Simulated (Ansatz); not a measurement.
Mulliken charges of BClFGaH₂S (`[F][GaH][B](S)Cl`) from B3LYP/def2-TZVPP in Ansatz (PBE0-D4/def2-TZVP geometry).

```csv
atom,x (Å),y (Å),z (Å),charge (e)
F1,0.076,-1.706,1.199,-0.416
Ga2,-0.316,0.031,1.202,0.357
B3,0.027,0.725,-0.739,0.161
S4,0.600,-0.459,-1.931,-0.089
Cl5,-0.214,2.381,-1.251,-0.116
H6,-0.789,0.533,2.601,-0.043
H7,0.617,-1.505,-1.081,0.146
```

Task: By hand: the dipole of these point charges (1 e Å = 4.8032 D).

Result: Σ q r = (-0.045, 0.359, -0.141) e Å, of length 0.388 e Å = 1.86 D.

Task: How does the dipole of the full density compare? (An estimate is asked.)

Result: Computed: (-0.046, 0.210, -0.004) e Å, 1.03 D; the point charges give 1.81 times that, at 21° from its direction.

Point charges leave out the atoms' own dipoles, such as those of lone pairs, and Mulliken's split depends on the basis, so the two needn't agree.

B3LYP here is the variant with VWN-RPA as its local correlation; programs differ in this.
